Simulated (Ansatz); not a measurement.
System: sum formula ZrOF2, charge 0, multiplicity 1. SMILES: [O]=[Zr]([F])[F]
Structure (B3LYP-D3(BJ)/def2-TZVP (Ansatz, a quantum-chemistry and plane-wave program) minimum search):
```
Zr
O 1 1.7491
F 1 1.9461 2 112.03
F 1 1.9461 2 112.03 3 -138.72
```

Computed values are from Ansatz. Correlated levels leave the core frozen unless marked. Open shells are spin-unrestricted. No spin-orbit coupling. Frozen are the shells of the preceding noble gas and the d and f shells that filled before the atom's block. In def2 rows, elements after Kr have scalar-relativistic effective core potentials. Basis-set limits of correlation are two-point, X^-3; Hartree-Fock from the larger set. The bracket is a focal-point correction in the basis named.

Task: What is the total energy at RI-MP2/CBS(def2-TZVPPD,def2-QZVPPD)+[CCSD(T)-MP2]/def2-TZVPPD?

Result: -321.6174 Eh.

Task: What is the T1 diagnostic at CCSD/def2-TZVPPD?

Result: 0.022.

Task: What is the dipole moment at CCSD(T)/def2-SVPD?

Result: 4.40 D.

Task: What is the atomisation energy De at RI-MP2/CBS(def2-TZVPPD,def2-QZVPPD)+[CCSD(T)-MP2]/def2-TZVPPD?

Result: 2015.7 kJ/mol.
